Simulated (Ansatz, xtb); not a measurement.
AsGeH3K2: which of two structures lies lower

We compare X, a singlet given by its coordinates, with Y, a singlet given by its coordinates. Both are isolated molecules in the gas phase, relaxed with B3LYP-D3(BJ)/def2-SVP.

X (Å):

```xyz
7

As   -1.3649    0.1406   -0.4686
Ge    0.7125    0.9525    0.8581
K     2.1161   -0.4836   -1.7112
K    -0.0529   -1.9841    1.8236
H     1.4807    1.7151   -0.3522
H    -2.0199    1.4546   -0.9202
H    -0.9594   -0.2143   -1.9124
```

Close contacts (Å): As1–Ge2 2.60, As1–K4 3.39, Ge2–K3 3.26, Ge2–K4 3.18, K3–K4 4.41, As1–H6 1.54, As1–H7 1.54, Ge2–H5 1.62, K3–H5 2.66.

Y (Å):

```xyz
7

As    0.7485   -0.2633   -1.8032
Ge   -0.8277    0.8039   -0.0411
K     2.5137    0.9676    0.6591
K    -0.6812   -1.4671    2.3540
H     0.1712   -1.6764   -1.7798
H     0.2074    2.0633    0.1193
H    -0.0051    0.1226   -3.0823
```

Close contacts (Å): As1–Ge2 2.59, As1–K3 3.27, Ge2–K3 3.42, Ge2–K4 3.30, K3–K4 4.36, As1–H5 1.53, As1–H7 1.53, Ge2–H6 1.64, K3–H6 2.61.

Task: Estimate E(Y) − E(X) at the level CCSD(T)/def2-SVP + ΔMP2/def2-TZVPP.

Result: Calculated at CCSD(T)/def2-SVP + ΔMP2/def2-TZVPP: E(Y) − E(X) = −7.88 kJ/mol, so structure Y lies lower.

How the difference moves with the method:

```
                             level               geometry  E(Y) − E(X) (kJ/mol)  departure from the last row (kJ/mol)  job, with rough time for the two
             B3LYP-D3(BJ)/def2-SVP  B3LYP-D3(BJ)/def2-SVP                   −5.87                                 +2.01             optimisation, 4.7 min
                       HF/def2-SVP  B3LYP-D3(BJ)/def2-SVP                   −3.67                                 +4.21           part of the CCSD(T) run
                      MP2/def2-SVP  B3LYP-D3(BJ)/def2-SVP                   −5.77                                 +2.11           part of the CCSD(T) run
                  CCSD(T)/def2-SVP  B3LYP-D3(BJ)/def2-SVP                   −8.74                                 −0.87                      single point
CCSD(T)/def2-SVP + ΔMP2/def2-TZVPP  B3LYP-D3(BJ)/def2-SVP                   −7.88                                                   single point, 2.7 min
```

None of the levels shown reverses the order. The largest departure from CCSD(T)/def2-SVP + ΔMP2/def2-TZVPP is that of HF/def2-SVP, 4.21 kJ/mol. Levels run at GFN2-xTB geometries aren't shown. The last row adds to CCSD(T) the change of the MP2 difference between the two basis sets, here +0.87 kJ/mol.

With harmonic frequencies from B3LYP-D3(BJ)/def2-SVP (ideal gas, rigid rotor, one conformer each, 298.15 K, 1 atm): on the last row, ΔE + ΔZPE = −6.84 kJ/mol. A mode under 50 cm⁻¹ makes harmonic enthalpies and free energies unreliable, so none is given.

The correlated steps freeze 28 core orbitals; the filled d shell of As and Ge is correlated; the last core shell of K is correlated, in a basis made for valence electrons. Run with Ansatz 0.2.0; the last row on 2 threads of Intel(R) Xeon(R) Processor @ 2.50GHz (Skylake/Cascade Lake) on a shared host.
